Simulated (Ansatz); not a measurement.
## Abstraction of F: SF2 + SiH(SiH2)F2 → SF + Si2H3F3

Species: SF2 `FSF`, singlet; SiH(SiH2)F2, doublet; SF (Monosulfur monofluoride), doublet; Si2H3F3 `F[SiH2][SiH](F)F`, singlet. A radical takes F: the energy is the difference in strength between the S–F bond broken and the Si–F bond made.

Shapes, held fixed at every level: PBE0-D4/def2-TZVP. Flexible molecules stand in one conformer, not always the lowest. Programs: Ansatz 0.2.0. Electronic energies: no zero-point or thermal term.

```tsv
level	kind	ΔE (kJ/mol)	less CCSD(T)/CBS estimate	CPU time (sum over the molecules)
r2SCAN-D4/def2-TZVPP	meta-GGA	-216.5	+18.9	49 s
PBE0-D4/def2-TZVPP	global hybrid	-216.2	+19.2	27 s
wB97M-V/def2-TZVPP	range-separated hybrid	-226.6	+8.8	92 s
wB97X-V/def2-TZVPP	range-separated hybrid	-233.3	+2.1	78 s
B2PLYP/def2-TZVPP	double hybrid	-237.6	-2.2	41 s
CCSD(T)/def2-TZVPP	coupled cluster or CI	-238.4	-3.0	16 min
CCSD/def2-TZVPP	coupled cluster or CI	-245.1	-9.7	–
CCSD(T)/CBS estimate	coupled cluster or CI	-235.4	0.0	19 min
```

The highest level, CCSD(T)/CBS estimate, gives ΔE = -235.4 kJ/mol; the levels span -245.1 to -216.2. The column of differences is taken from that level and isn't an error. No measured value is set beside it here. Open shells run unrestricted unless RO is named. The CBS estimate extrapolates MP2 from def2-TZVPP and def2-QZVPP and adds CCSD(T) − MP2 in the triple-zeta set, cores frozen. Times are processor times on shared x86 and Arm servers, and rough.
